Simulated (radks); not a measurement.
Question: These are the eigenvalues of the occupied orbitals of an atom or ion with whole-number occupations (Ry). Method: Dirac Kohn-Sham, relativistic LDA (MacDonald-Vosko exchange, VWN5 correlation), spin-unpolarised, spherical densities, finite nucleus; Fermi nuclear charge, rms radius of each element as measured or else 0.836 A^(1/3) + 0.57 fm; computed with a radial shooting solver on a logarithmic mesh with Libxc functionals.

| orbital | eigenvalue |
|---|---|
| 1s1/2 | -4765.631 |
| 2s1/2 | -822.0892 |
| 2p1/2 | -786.4249 |
| 2p3/2 | -699.9152 |
| 3s1/2 | -193.4088 |
| 3p1/2 | -177.4212 |
| 3p3/2 | -158.8648 |
| 3d3/2 | -131.5471 |
| 3d5/2 | -127.4762 |
| 4s1/2 | -45.08863 |
| 4p1/2 | -38.50693 |
| 4p3/2 | -34.22636 |
| 4d3/2 | -23.32980 |
| 4d5/2 | -22.53801 |
| 5s1/2 | -11.99993 |
| 5p1/2 | -9.95931 |
| 5p3/2 | -9.23993 |
| 4f5/2 | -8.94995 |
| 4f7/2 | -8.81182 |

Which element is it, and in what charge state? The configuration may be excited. Open shells, if any, fill j = l - 1/2 first.

Answer: Z = 72, hafnium, charge +7: Hf7+ in [Kr] 4d10 4f13 5s2 5p4. The list shows which subshells hold electrons but not how many an open one holds; the 1s level, -2382.8 hartree, gives Z - s = 69.0 by -(Z - s)^2/2, which with screening and relativity narrows Z to a few neighbours, and the depths of the outer levels then fix element, charge and occupations together.
